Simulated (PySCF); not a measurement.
Relaxation of singlet Cd₂H₄

These are results of PBE0 in PySCF with Cd def2-TZVP with ECP28, H def2-TZVP; scalar-relativistic core potentials, no spin–orbit coupling; density-fitted integrals, not measurements. A (50,194) grid was used.

A hand-made ethylene-like start, of C2h symmetry, held to at least that symmetry:

```xyz
6
charge 0 multiplicity 1, angstrom
Cd    1.3600    0.0000    0.0000
Cd   -1.3600    0.0000    0.0000
H     2.2000    1.4448    0.1500
H     2.2000   -1.4448    0.1500
H    -2.2000    1.4448   -0.1500
H    -2.2000   -1.4448   -0.1500
```

Optimiser trace:
```
step  E − E(last) (kJ/mol)  largest gradient (Eh/bohr)
   0                238.86                     0.04209
   1                165.43                     0.04239
   2                 85.87                     0.03398
   3                 49.92                     0.02298
   4                 29.13                     0.01628
   5                  8.96                     0.00821
   6                  6.78                     0.00495
   7                  5.18                     0.00321
   8                  4.56                     0.00076
   9                  4.45                     0.00068
  10                  4.18                     0.00118
  11                  3.70                     0.00209
  12                  2.92                     0.00226
  13                  1.92                     0.00129
  14                  1.23                     0.00018
  15                  0.76                     0.00058
  16                  0.46                     0.00064
  17                  0.21                     0.00033
  18                  0.00                     0.00006
```

It ends at D2h with Cd–H 1.678 Å (×4); H–Cd–H 179.9° (×2) (after a last refinement on a finer grid). The molecule has come apart into CdH₂ + CdH₂. The frequency run here used a shortcut that can spoil soft modes, so no verdict on minimum or saddle point is given.

Final geometry:
```xyz
6
charge 0 multiplicity 1, angstrom
Cd    4.7787    0.0000    0.2601
Cd   -4.7787    0.0000   -0.2601
H     4.7779    1.6777    0.2601
H     4.7779   -1.6777    0.2601
H    -4.7779    1.6777   -0.2601
H    -4.7779   -1.6777   -0.2601
```

Stability towards spin polarisation was not tested.

The relaxation took 72 s on 2 threads of a shared Arm Neoverse V1 host, with 104 basis functions and 20 gradients; the process peaked at 0.87 GiB.
